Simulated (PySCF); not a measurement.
C4H6N2OS.
SMILES with atom numbers: `[CH3:1][O:2][CH2:3][c:4]1[cH:5][n:6][s:7][n:8]1`

Cartesian coordinates in Å at the GFN2-xTB level; atoms count from 1:
```
atom  x, y, z in Å
C1    -2.4135    0.0824    0.0417
O2    -1.0606    0.3767   -0.1938
C3    -0.1893   -0.5749    0.3627
C4     1.2220   -0.1942    0.0676
C5     1.6510    0.9419   -0.6563
N6     2.9556    1.0213   -0.7570
S7     3.6206   -0.2455    0.0051
N8     2.2315   -0.9305    0.4858
H9    -2.6363    0.0581    1.1157
H10   -2.9875    0.8771   -0.4299
H11   -2.6950   -0.8827   -0.3978
H12   -0.3892   -1.5777   -0.0509
H13   -0.3265   -0.6393    1.4552
H14    1.0164    1.6869   -1.0953
```

NICS = −σ at a ghost point: NICS(0) at the centroid of the ring atoms, NICS(1) 1 Å to either side along the normal of their mean plane, zz for the tensor component along that normal. Level: GIAO PBE0/pcSseg-1 (PySCF, non-relativistic, gas phase) on the GFN2-xTB geometry, one conformer.

Ring bond lengths (Å), with Mayer bond orders in brackets: C4–C5 1.414 (1.22), C5–N6 1.311 (1.56), N6–S7 1.621 (1.23), S7–N8 1.622 (1.21), N8–C4 1.318 (1.57).

Problem. What do the NICS probes read (ppm)?

Solution. 
```tsv
ring	type	NICS(0)	NICS(1), two faces	NICS(1)zz, two faces	rms pucker (Å)	centre to ring atoms, mean (Å)
C4–C5–N6–S7–N8	5-membered ring with 2 N and S; formal bonds all aromatic	-14.2	-13.2 / -13.2	-33.8 / -33.8	0.00	1.24
```

Problem. What can be read from them?

Solution. 
- C4–C5–N6–S7–N8: mean NICS(1)zz -33.8 ppm, shielded. The ring is flat and has no four-coordinate atom; by the NICS criterion it is aromatic.
